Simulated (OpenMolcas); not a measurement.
Ga+: effect of the level shift or regulariser

```
Program             : OpenMolcas 26.06
Basis               : ANO-RCC [10s9p7d5f2g]
Scalar Hamiltonian  : DKH2, point nucleus
Active space        : 2 electrons in 8 orbitals (4s 4p 5s 5p)
State averaging     : 2S+1 = 3 even, 3 roots; 2S+1 = 1 even, 7 roots; 2S+1 = 3 odd, 3 roots; 2S+1 = 1 odd, 3 roots
Spin-orbit coupling : RASSI with atomic mean-field integrals over the reference wave functions, term energies averaged over their components
```

Methods on the same reference wave functions:
A. CASSCF
B. MS-CASPT2, IPEA 0.25 Eh, imaginary shift 0.1 Eh (closed shells correlated: 3d)
C. MS-CASPT2, IPEA 0.25 Eh, real shift 0.2 Eh (closed shells correlated: 3d)

Energies in cm⁻¹ above 4s² ¹S₀, the measured ground level; measured values from NIST Handbook of Basic Atomic Spectroscopic Data.

| Level | A | B | C | Measured |
| --- | --- | --- | --- | --- |
| 4s² ¹S₀ | 0.0 | 0.0 | 0.0 | 0.0 |
| 4s 4p ³P°₀ | 44168 | 46320 | 46330 | 47368 |
| 4s 4p ³P°₁ | 44548 | 46700 | 46710 | 47814 |
| 4s 4p ³P°₂ | 45327 | 47480 | 47490 | 48750 |
| 4s 4p ¹P°₁ | 75124 | 70510 | 70660 | 70701 |

Deviations, from unrounded energies. A percentage is the sum of absolute deviations over the sum of measured energies, with the sign that they share, or ± where signs differ.

| Against measurement | Levels | A | B | C |
| --- | --- | --- | --- | --- |
| mean absolute deviation (cm-1) | 4 | 3600 | 910 | 860 |
| other configurations (%) | 4 | ±6.7 | -1.7 | -1.6 |

C lies closest to measurement on these levels and A furthest from it. The largest miss of C in the table is 4s 4p ³P°₂, by -1300 cm-1. The ranking rests on the paired levels alone, and a cruder setting can come out closer through cancelling errors.

Between B and C the level of the table that moves most is 4s 4p ¹P°₁, by 150 cm-1 (lowest in B, highest in C). Moves below CASPT2's spread within the term are not significant.

The lowest spin-free term lies below A's lowest term by 0.470 hartree in B, 0.470 hartree in C.

Over all roots computed the reference weight is 0.88 to 0.96 in B; the roots of lowest weight are the least certain, and an intruder state may touch them. The run also gave levels led by 4s 5s, which use shells meant for correlation; these and all levels above them are left out. Without dynamic correlation excited terms often stand tens of per cent too high (terms of higher spin than the ground term too low), and those without a measured partner can miss by more than the paired ones (holds for A). Computed and measured levels are paired by configuration, term and J; levels that our copy of the source lacks, or whose pairing is in doubt (as where it misses far off the trend of its configuration), stay unpaired and out of the deviations. Only configurations of the active space appear. The table leaves out levels that lie high or whose names do not pair safely across all columns.

° marks odd parity.
